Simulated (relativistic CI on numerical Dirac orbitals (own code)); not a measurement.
Sc2+ (3d) in a crystal field

Calculated by Dirac-Coulomb-Breit CI, separate exchange-only KLI orbitals for each configuration, a model potential for QED, valence Slater integrals scaled by 0.65, one configuration in a parametric crystal field (own radial code).

Field parameters in Wybourne normalisation: D3d B²₀ = −7Dσ, B⁴₀ = −14Dq − 21Dτ, B⁴₃ = −14√(10/7) Dq. The field is a parameter set, without covalency.

S is read from ⟨S²⟩ = S(S + 1).

Levels (cm⁻¹, degeneracy): 0 (2), 78 (2), 2312 (2), 21326 (2), 21340 (2).

(1) Which field gives this pattern?
A. D3d, 10Dq = 19850, Dσ = -980, Dτ = 120 cm⁻¹
B. D3d, 10Dq = 19850, Dσ = 110, Dτ = 120 cm⁻¹
C. D3d, 10Dq = 19850, Dσ = 550, Dτ = 120 cm⁻¹
D. D3d, 10Dq = 19850, Dσ = -550, Dτ = 120 cm⁻¹

Results:

(1) A. D3d, 10Dq = 19850, Dσ = -980, Dτ = 120 cm⁻¹, ground level with S = 0.50.
